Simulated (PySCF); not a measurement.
Parent: `[F:1][B:2]([F:3])[SiH3:4]`, BF2H3Si.

Method: PBE0-D3(BJ)/def2-SVP geometry optimisation, gas phase (PySCF 2.14.0). One conformer each, not checked by frequencies here.

| coordinate of the parent | value |
| --- | --- |
| F1–B2 | 1.320 Å |
| B2–F3 | 1.319 Å |
| B2–Si4 | 2.035 Å |
| F1–B2–F3 | 116.3° |
| F1–B2–Si4 | 120.4° |
| F3–B2–Si4 | 123.3° |

Q: How does the shared frame change in `[F:1][B:2]([F:3])[SiH2:4][B:5]([Cl:6])[Cl:7]` with F1–B2–Si4–B5 -90°, B2–Si4–B5–Cl6 89°, B2Cl2F2H2Si? Atoms pair as F1 = F3, B2 = B2, F3 = F1, Si4 = Si4 (parent first).

A: 
```csv
parent,relative,value in the relative,change
F1–B2,F3–B2,1.319 Å,-0.001
B2–F3,B2–F1,1.319 Å,0.000
B2–Si4,B2–Si4,2.035 Å,0.000
F1–B2–F3,F3–B2–F1,116.7°,+0.4
F1–B2–Si4,F3–B2–Si4,121.5°,+1.1
F3–B2–Si4,F1–B2–Si4,121.8°,-1.5
```

No shared bond changes by more than 0.004 Å. Bonds of the relative outside the shared frame: Si4–B5 2.022, B5–Cl6 1.748, B5–Cl7 1.748 Å.
